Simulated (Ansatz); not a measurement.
One change: `C1=NC1` becomes `C[SiH2]C1C=N1`.

Ansatz, PBE0-D4/def2-TZVP geometries, multiplicity 1. Each molecule was computed in one conformer, which needn't be the lowest.

| property | `C1=NC1` |
| --- | --- |
| LUMO energy (PBE/def2-TZVPP) / eV | -1.73 |
| HOMO–LUMO gap (ωB97M-V/def2-TZVPP) / eV | 12.08 |
| HOMO energy (ωB97M-V/def2-TZVPP) / eV | -10.31 |
| HOMO energy (PBE0/def2-TZVPP) / eV | -7.98 |
| HOMO energy (PBE/def2-TZVPP) / eV | -6.61 |
| HOMO–LUMO gap (B3LYP/def2-TZVPP) / eV | 6.92 |

(1) What does the change do to each property? (An estimate is asked.)

## Answers

(1) Ansatz gave: 
```
                               property  `C[SiH2]C1C=N1`  shift
      LUMO energy (PBE/def2-TZVPP) / eV            -1.83  -0.10
HOMO–LUMO gap (ωB97M-V/def2-TZVPP) / eV            11.62  -0.46
  HOMO energy (ωB97M-V/def2-TZVPP) / eV           -10.10   0.21
     HOMO energy (PBE0/def2-TZVPP) / eV            -7.85   0.13
      HOMO energy (PBE/def2-TZVPP) / eV            -6.56   0.05
  HOMO–LUMO gap (B3LYP/def2-TZVPP) / eV             6.67  -0.25
```

With PBE0 the HOMO rises by 0.13 eV and the LUMO falls by 0.14 eV, so the gap narrows by about 0.27 eV. PBE moves the HOMO by 0.05 eV and ωB97M-V by 0.21 eV. The zero-point energy changes by 115.0 kJ/mol with +18 modes.

B3LYP here is the variant with VWN-RPA as its local correlation; programs differ in this.
